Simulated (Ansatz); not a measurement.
`C=NBF` + arsine → `FB[AsH2]` + `C=N` at 600 K and 1 bar (ligand exchange at a B–N bond).

Isolated molecules relaxed with PBE0-D4/def2-TZVP in Ansatz; ΔE leaves out vibrations. CCSD(T)/CBS is the MP2 limit (def2-TZVPP, def2-QZVPP) plus CCSD(T) − MP2 in def2-TZVPP, frozen cores. This one scheme is used for every species. For As outer-core shells are correlated without core-valence functions, which leaves a few kJ/mol of doubt a bond. Scalar relativity is left out up to krypton. Each species was taken in one conformer, which may not be the lowest.

```csv
species,CCSD(T)/CBS energy (Eh),H − E (kJ/mol),S (J/(mol·K))
`C=NBF`,-219.19469,161.3,349.4
`[AsH3]`,-2236.79077,81.6,254.3
`FB[AsH2]`,-2361.43380,120.1,349.8
`C=N`,-94.52360,129.6,259.4
```

H − E and S are ideal-gas, rigid-rotor, harmonic terms from PBE0-D4/def2-TZVP, for one conformer and one mirror image of each species. 1 Eh = 2625.50 kJ/mol, R = 8.31446 J/(mol·K).

Q: By hand: ΔE, ΔH, ΔS and ΔG.

A: ΔE = (-2361.43380) + (-94.52360) − (-219.19469) − (-2236.79077) = 0.02806 Eh = 73.7 kJ/mol. Δ(H − E) = 120.1 + 129.6 − 161.3 − 81.6 = 6.8, so ΔH = 80.5 kJ/mol. ΔS = 349.8 + 259.4 − 349.4 − 254.3 = 5.5 J/(mol·K). ΔG = 80.5 − 600 × (5.5)/1000 = 77.2 kJ/mol.

Q: By hand: the equilibrium constant, and the temperature at which ΔG would vanish if ΔH and ΔS stayed fixed.

A: log₁₀ K = −ΔG/(RT ln 10) = -6.7. ΔG = 0 at ΔH/ΔS = 14636 K, far beyond where these terms or the molecules hold.

The number of gas molecules stays the same, so ΔS is small and ΔH decides. A doubt of 5 kJ/mol in ΔE shifts log₁₀ K by 0.4 here. Other conformers and mirror images would add mixing entropy, several J/(mol·K) or more a flexible species. These are equilibria of isolated gas molecules and say nothing of rates. Largest T1 diagnostic: 0.014 (customary marks: 0.02 for closed shells, 0.045 for open ones).
